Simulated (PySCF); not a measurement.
## KSe⁻: energy against distance

Set-up: K aug-cc-pVDZ-X2C, Se aug-cc-pVDZ-DK; spin-free X2C with a Gaussian nucleus (PySCF 2.14). Energies in eV from K + Se⁻ in their ground configurations at the same level. All curves are PBE0. state 1: ³Π (triplet), unpaired electrons σ ↑, π ↑, a second solution, started from another occupation; state 2: Ms = 0 determinant of mixed spin (⟨S²⟩ near 1.0), unpaired electrons σ ↓, π ↑, a second solution, started from another occupation.

```
R (Å)  state 1  state 2
2.481   -0.049   -0.041
2.596   -0.496   -0.489
2.712   -0.789   -0.782
2.798   -0.934   -0.927
2.885   -1.032   -1.024
2.971   -1.092   -1.085
3.087   -1.131   -1.124
3.231   -1.132   -1.125
3.404   -1.091   -1.083
3.635   -0.999   -0.992
```

Task: Put a parabola through the three lowest points of the state 1 curve and estimate Re, k and ωe (reduced mass 26.19 u; 1 eV/Å² = 0.16022 mdyn/Å; ωe = 1302.8·√(k/μ) cm⁻¹).

Result: Through R = 3.087, 3.231, 3.404 Å the second-order coefficient is 0.770 eV/Å², so Re ≈ 3.164 Å, k ≈ 0.247 mdyn/Å and ωe ≈ 126 cm⁻¹. A polynomial fit of higher order to the unrounded PBE0 energies gives Re = 3.160 Å, k = 0.321 mdyn/Å, ωe = 144 cm⁻¹; anharmonicity and rounding make the difference.

The higher-order fit for each curve: state 1: Re = 3.160 Å, ωe = 144 cm⁻¹, minimum 1.14 eV below the ground-state fragments; state 2: Re = 3.159 Å, ωe = 144 cm⁻¹, minimum 1.13 eV below the ground-state fragments.

Spin–orbit coupling is left out. For an ion De counts to the pair picked by the measured ionisation energies or electron affinities, which need not be the lowest pair at this level. The highest Kohn–Sham level is positive in this anion. Much of that is self-interaction error, but it also means that the finite basis helps to hold the extra electron.
